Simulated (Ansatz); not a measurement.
`CCB(C)F` and `CB(F)O[SiH3]` differ in one atom or group.

Ansatz, PBE0-D4/def2-TZVP geometries, multiplicity 1. Each molecule was computed in one conformer, which needn't be the lowest.

```tsv
property	`CCB(C)F`
HOMO energy (B3LYP/def2-TZVPP) / eV	-8.18
HOMO–LUMO gap (PBE0/def2-TZVPP) / eV	8.48
LUMO energy (B3LYP/def2-TZVPP) / eV	-0.15
size of the dipole moment (ωB97M-V/def2-TZVPP) / D	1.29
size of the dipole moment (B3LYP/def2-TZVPP) / D	1.31
HOMO–LUMO gap (B3LYP/def2-TZVPP) / eV	8.03
```

Question: What does the change do to each property? (Best estimate.)

Answer: Computed: 
```json
{"property": "HOMO energy (B3LYP/def2-TZVPP) / eV", "`CB(F)O[SiH3]`": "-9.07", "shift": "-0.89"}
{"property": "HOMO–LUMO gap (PBE0/def2-TZVPP) / eV", "`CB(F)O[SiH3]`": "9.41", "shift": "0.93"}
{"property": "LUMO energy (B3LYP/def2-TZVPP) / eV", "`CB(F)O[SiH3]`": "-0.12", "shift": "0.03"}
{"property": "size of the dipole moment (ωB97M-V/def2-TZVPP) / D", "`CB(F)O[SiH3]`": "0.63", "shift": "-0.66"}
{"property": "size of the dipole moment (B3LYP/def2-TZVPP) / D", "`CB(F)O[SiH3]`": "0.64", "shift": "-0.67"}
{"property": "HOMO–LUMO gap (B3LYP/def2-TZVPP) / eV", "`CB(F)O[SiH3]`": "8.95", "shift": "0.92"}
```

The zero-point energy changes by -90.8 kJ/mol with -6 modes. Dipoles are sizes alone; their direction can turn.

B3LYP here is the variant with VWN-RPA as its local correlation; programs differ in this.
